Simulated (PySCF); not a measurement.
PySCF input file for propylene glycol cation (C₃H₈O₂), SMILES CC(O)CO (connectivity only; charge and spin as stated), charge +1, multiplicity 2, PBE0-D3(BJ)/def2-SVP. Geometry optimised at PBE0-D3(BJ)/def2-SVP. The multiplicity is an assumed one; no other spin state was optimised. The values are those of a single conformer.

```python
import numpy as np
from pyscf import gto, scf, dft, df
from pyscf.hessian import thermo

mol = gto.M(
    atom='''
    C     1.82771263    0.10571280    0.43243508
    C     0.50265676    0.48925840   -0.12962896
    O    -0.25004658    1.36001820    0.52633454
    C    -0.52417204   -1.08323190   -0.18786962
    O    -1.63599386   -0.83619858   -0.83772738
    H     2.48885526    0.98815579    0.35826505
    H     1.76790249   -0.18755622    1.49255697
    H     2.29757655   -0.70364252   -0.14140373
    H     0.43233282    0.66001431   -1.21487995
    H     0.02373664    1.46077821    1.45394299
    H     0.17067182   -1.70312216   -0.76927173
    H    -0.58649437   -1.28736599    0.89204380
    H    -2.34344193   -0.48825398   -0.26972972
    ''',
    basis='def2-SVP',
    charge=1,
    spin=1,
    max_memory=1600,
    verbose=3,
)
mf = dft.UKS(mol, xc='pbe0').density_fit(auxbasis='def2-universal-jkfit')
mf.disp = 'd3bj'
mf.grids.level = 3
mf.conv_tol = 1e-11
mf.max_cycle = 100
mf.kernel()
fine, coarse = mf.grids, dft.Grids(mol).set(level=1).build(with_non0tab=True)
for _ in range(3):  # follow internal instabilities
    mf.grids = coarse
    mo, _, stable, _ = mf.stability(return_status=True, nroots=4)
    mf.grids = fine
    if stable:
        break
    mf.kernel(mf.make_rdm1(mo, mf.mo_occ))

# [left out here: the lines that compute and print the analytic Hessian (its translational invariance restored by hand, since the grid's response is missing), thermochemistry and intensities]
```

It prints:

```
[...]
      11   H                 0.04  0.10  0.01   -0.51 -0.11 -0.08   -0.16 -0.30 -0.05
      12   H                 0.01 -0.00  0.01    0.43  0.04  0.52   -0.04 -0.02 -0.03
Mode                                15                  16                  17
Irrep
Freq [cm^-1]                     1199.0593           1237.4026           1332.9097
Reduced mass [au]                   1.2993              1.3935              2.0463
Force const [Dyne/A]                1.1006              1.2571              2.1420
Char temp [K]                    1725.1794           1780.3469           1917.7602
Normal mode                   x     y     z       x     y     z       x     y     z
       0   C                 0.01  0.03 -0.02   -0.02  0.00 -0.07   -0.00 -0.00 -0.01
       1   C                -0.04 -0.07  0.01    0.06 -0.02  0.05    0.01 -0.00 -0.00
       2   O                 0.01  0.00 -0.00   -0.07  0.06  0.02   -0.01  0.01  0.01
       3   C                -0.07 -0.08 -0.01   -0.01  0.00 -0.01    0.06 -0.02  0.11
       4   O                 0.02  0.01  0.01    0.01 -0.00  0.01   -0.09  0.02 -0.11
       5   H                 0.11 -0.04  0.05   -0.03  0.03  0.11    0.01 -0.01  0.04
       6   H                -0.07 -0.06 -0.05   -0.18  0.09 -0.06   -0.00  0.03  0.00
       7   H                -0.04 -0.06  0.06    0.05 -0.06  0.07   -0.01 -0.00 -0.01
       8   H                 0.25  0.32  0.05    0.44 -0.39 -0.02    0.09 -0.05 -0.02
       9   H                -0.03  0.08  0.00    0.37 -0.37 -0.05   -0.01  0.00  0.01
      10   H                 0.34  0.43 -0.04   -0.00  0.03 -0.03    0.00 -0.04  0.06
      11   H                 0.19  0.44  0.09   -0.02  0.04 -0.01    0.55 -0.10  0.14
      12   H                 0.03  0.03  0.01   -0.01 -0.01 -0.01    0.17 -0.02  0.27
Mode                                18                  19                  20
Irrep
Freq [cm^-1]                     1365.4020           1371.5513           1381.0722
Reduced mass [au]                   1.7937              1.2212              1.4048
Force const [Dyne/A]                1.9702              1.3535              1.5787
Char temp [K]                    1964.5095           1973.3569           1987.0554
Normal mode                   x     y     z       x     y     z       x     y     z
       0   C                 0.02 -0.02 -0.03    0.09 -0.01  0.04    0.03  0.00  0.03
       1   C                -0.05  0.07  0.12    0.03 -0.01  0.00    0.03 -0.02 -0.03
       2   O                 0.02 -0.04 -0.08   -0.02  0.01 -0.00   -0.01  0.02  0.03
       3   C                 0.05 -0.01  0.00   -0.04  0.01  0.01    0.09 -0.04 -0.02
       4   O                -0.04  0.01 -0.00    0.03 -0.01 -0.01   -0.07  0.03  0.02
       5   H                -0.11  0.10  0.16   -0.35  0.29 -0.29   -0.09  0.07 -0.24
       6   H                -0.00  0.10  0.01   -0.43 -0.16 -0.03   -0.24 -0.11 -0.03
       7   H                -0.05 -0.11  0.05   -0.34 -0.12 -0.14   -0.08  0.02 -0.09
       8   H                -0.16  0.33  0.17   -0.15  0.09  0.03    0.05 -0.12 -0.06
       9   H                 0.35 -0.28 -0.15    0.09 -0.07 -0.02   -0.07  0.07  0.04
      10   H                 0.12 -0.06  0.13   -0.16  0.05 -0.16    0.41 -0.03  0.33
      11   H                 0.00 -0.02 -0.00    0.05  0.05  0.03   -0.04 -0.04 -0.03
      12   H                -0.12  0.04 -0.12    0.15 -0.04  0.15   -0.32  0.08 -0.32
Mode                                21                  22                  23
Irrep
Freq [cm^-1]                     1427.9958           1446.5329           1484.8497
Reduced mass [au]                   1.1172              1.0836              2.0923
Force const [Dyne/A]                1.3423              1.3360              2.7179
Char temp [K]                    2054.5680           2081.2388           2136.3682
Normal mode                   x     y     z       x     y     z       x     y     z
       0   C                 0.05 -0.01 -0.02    0.02 -0.05  0.02   -0.06  0.02 -0.02
       1   C                -0.04  0.02 -0.05    0.01 -0.04 -0.01    0.15 -0.10 -0.03
       2   O                 0.02 -0.01  0.02   -0.01  0.02  0.01   -0.05  0.05  0.02
       3   C                 0.00 -0.00 -0.01   -0.01 -0.00 -0.01    0.01 -0.01  0.00
       4   O                -0.00  0.00  0.01    0.00  0.00  0.00   -0.01  0.00 -0.00
       5   H                -0.27  0.26  0.47    0.13 -0.10  0.20   -0.06  0.04  0.17
       6   H                 0.28  0.16  0.05   -0.18  0.60  0.19    0.29 -0.04 -0.01
       7   H                -0.44 -0.32  0.03   -0.12  0.29 -0.55   -0.13 -0.11  0.12
       8   H                 0.17 -0.18 -0.11   -0.07  0.10  0.01   -0.41  0.28  0.07
       9   H                -0.14  0.15  0.05    0.03 -0.03 -0.00    0.10 -0.08 -0.01
      10   H                 0.04  0.01  0.03    0.03  0.02  0.02    0.05  0.02  0.02
      11   H                -0.03 -0.00 -0.01    0.01  0.01 -0.00   -0.01 -0.00  0.00
      12   H                -0.03  0.01 -0.03   -0.00  0.00 -0.01   -0.03  0.01 -0.02
Mode                                24                  25                  26
Irrep
Freq [cm^-1]                     1513.1179           3047.1772           3089.4055
Reduced mass [au]                   1.4872              1.0415              1.0539
Force const [Dyne/A]                2.0062              5.6977              5.9266
Char temp [K]                    2177.0397           4384.2096           4444.9667
Normal mode                   x     y     z       x     y     z       x     y     z
       0   C                -0.00 -0.00  0.00   -0.05 -0.01 -0.02    0.00  0.00  0.00
       1   C                -0.00  0.00 -0.00    0.00 -0.00  0.00   -0.00 -0.00 -0.00
       2   O                -0.00  0.00  0.00    0.00 -0.00 -0.00   -0.00  0.00 -0.00
       3   C                 0.13 -0.05  0.07    0.00 -0.00  0.00    0.03 -0.04  0.04
       4   O                -0.05  0.01 -0.03   -0.00 -0.00  0.00   -0.00  0.00 -0.00
       5   H                 0.01 -0.01  0.01    0.44  0.59 -0.05   -0.02 -0.03  0.00
       6   H                -0.00  0.03  0.01   -0.04 -0.14  0.50    0.00  0.01 -0.03
       7   H                 0.00  0.02 -0.02    0.15 -0.28 -0.20   -0.01  0.01  0.01
       8   H                 0.01 -0.02 -0.01   -0.00  0.00 -0.01    0.00 -0.00  0.03
       9   H                -0.01  0.00  0.00   -0.00  0.00  0.00    0.00 -0.00  0.00
      10   H                -0.16  0.16 -0.51   -0.02  0.02  0.02   -0.37  0.31  0.31
      11   H                -0.48  0.31  0.10    0.00  0.01 -0.04    0.04  0.13 -0.77
      12   H                -0.05  0.01 -0.02    0.00 -0.00 -0.00    0.00  0.00 -0.00
Mode                                27                  28                  29
Irrep
Freq [cm^-1]                     3136.1010           3143.6089           3192.9726
Reduced mass [au]                   1.0964              1.0952              1.1046
Force const [Dyne/A]                6.3531              6.3765              6.6349
Char temp [K]                    4512.1511           4522.9533           4593.9767
Normal mode                   x     y     z       x     y     z       x     y     z
       0   C                -0.02 -0.04  0.04    0.02  0.05 -0.03    0.03 -0.05 -0.07
       1   C                -0.01  0.01 -0.06   -0.00  0.01 -0.05   -0.00  0.00 -0.01
       2   O                 0.00  0.00  0.00    0.00 -0.00  0.00   -0.00  0.00  0.00
       3   C                -0.00  0.00  0.00   -0.00  0.00  0.00   -0.00  0.00  0.01
       4   O                 0.00 -0.00  0.00    0.00 -0.00 -0.00    0.00 -0.00 -0.00
       5   H                 0.24  0.32 -0.02   -0.27 -0.36  0.03    0.08  0.10 -0.02
       6   H                 0.03  0.12 -0.46   -0.02 -0.13  0.49   -0.02 -0.11  0.38
       7   H                -0.05  0.08  0.06    0.10 -0.16 -0.13   -0.36  0.62  0.44
       8   H                 0.05 -0.11  0.70    0.05 -0.09  0.62    0.01 -0.01  0.06
       9   H                -0.01  0.00 -0.02   -0.00  0.01 -0.00   -0.00  0.00  0.00
      10   H                 0.03 -0.02 -0.02    0.03 -0.03 -0.02    0.04 -0.04 -0.03
      11   H                 0.00  0.00 -0.00   -0.00  0.00 -0.02    0.00  0.01 -0.05
      12   H                -0.00  0.00  0.00   -0.00  0.00  0.00   -0.00  0.00  0.00
Mode                                30                  31                  32
Irrep
Freq [cm^-1]                     3226.3503           3763.1408           3783.9812
Reduced mass [au]                   1.1223              1.0670              1.0678
Force const [Dyne/A]                6.8833              8.9027              9.0085
Char temp [K]                    4641.9998           5414.3218           5444.3065
Normal mode                   x     y     z       x     y     z       x     y     z
       0   C                 0.00 -0.00 -0.01   -0.00 -0.00  0.00   -0.00 -0.00  0.00
       1   C                -0.00 -0.00 -0.01   -0.00  0.00 -0.00   -0.00  0.00  0.00
       2   O                -0.00  0.00  0.00   -0.02 -0.01 -0.06   -0.00 -0.00 -0.01
       3   C                 0.04 -0.03 -0.08   -0.00 -0.00  0.00   -0.00 -0.00 -0.00
       4   O                -0.00  0.00  0.00   -0.01  0.00  0.01    0.04 -0.02 -0.03
       5   H                 0.00  0.00  0.00    0.00  0.00  0.00    0.00  0.00 -0.00
       6   H                -0.00 -0.01  0.04    0.00  0.00 -0.00    0.00  0.00 -0.00
       7   H                -0.03  0.05  0.04   -0.00  0.00 -0.00   -0.00  0.00 -0.00
       8   H                 0.00 -0.01  0.06    0.00 -0.00  0.02   -0.00 -0.00 -0.00
       9   H                -0.00  0.00 -0.00    0.26  0.10  0.90    0.06  0.02  0.21
      10   H                -0.48  0.42  0.41    0.00 -0.00 -0.00   -0.01  0.01  0.01
      11   H                -0.04 -0.10  0.53    0.00  0.00  0.00   -0.01  0.00  0.00
      12   H                 0.00 -0.01 -0.01    0.16 -0.08 -0.13   -0.69  0.33  0.55
temperature 298.1500 [K]
pressure 101325.00 [Pa]
Rotational constants [GHz] 8.14101 3.34072 2.60593
Symmetry number 1
Zero-point energy (ZPE) 0.11246 [Eh]   295261.792 [J/mol]
                           tot       elec      trans        rot        vib
Entropy [J/mol/K]       333.723      5.763    162.773    108.449     56.738
Cv [J/mol/K]             97.655      0.000     12.472     12.472     72.712
Cp [J/mol/K]            105.970      0.000     20.786     12.472     72.712
Internal energy [J/mol]                      3718.434   3718.434 305381.914
Internal energy [Eh]   -268.62538  -268.74453
Enthalpy [J/mol]                             6197.391   3718.434 305381.914
Enthalpy [Eh]          -268.62444
Gibbs free energy [J/mol]                  -42333.369 -28615.539 288465.474
Gibbs free energy [Eh] -268.66233
mode   freq/cm-1   IR/(km/mol)
   1      119.30         5.727
   2      199.17         3.590
   3      211.26         0.988
   4      258.62         0.834
   5      386.45         0.881
   6      412.53         9.144
   7      463.56        28.988
   8      505.40       133.004
   9      577.66        63.406
  10      877.41        24.771
  11      934.54        36.509
  12      973.93        14.537
  13     1049.73        62.452
  14     1117.71        90.361
  15     1134.00        18.754
  16     1199.06        26.065
  17     1237.40       122.836
  18     1332.91       164.347
  19     1365.40        24.030
  20     1371.55        10.797
  21     1381.07        12.650
  22     1428.00        50.063
  23     1446.53         6.359
  24     1484.85        70.695
  25     1513.12         9.332
  26     3047.18        20.444
  27     3089.41         9.784
  28     3136.10         1.217
  29     3143.61        19.908
  30     3192.97         1.118
  31     3226.35         3.009
  32     3763.14       208.545
  33     3783.98       256.096
max |gradient| / (hartree/bohr): 3.17852702274628e-05
APT charges: [-0.1869  0.6848 -0.6001  0.5386 -0.5709  0.0981  0.0694  0.0858  0.022
  0.3713  0.0738  0.0308  0.3833]
```

Self-consistency was reached.
